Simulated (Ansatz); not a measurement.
Ansatz results at the PBE0-D4/def2-TZVP geometry: HOMO–LUMO gap (PBE/def2-TZVPP) 4.68 eV; LUMO energy (B3LYP/def2-TZVPP) -0.67 eV; LUMO energy (PBE/def2-TZVPP) -1.17 eV.

Each molecule was computed in one conformer, which needn't be the lowest.

**Question.** Which molecule gave them?
A. `C[Si]1(Br)O[SiH2]1`
B. `C[CH2][Zn][Cl]`
C. `C#COC(C)F`
D. `[CH3][Zn][CH2]Cl`

**Answer.** D. The others give `C#COC(C)F`: 6.20, 0.83, 0.19; `C[CH2][Zn][Cl]`: 5.52, -0.76, -1.28; `C[Si]1(Br)O[SiH2]1`: 3.97, -1.24, -1.86.

B3LYP here is the variant with VWN-RPA as its local correlation; programs differ in this.
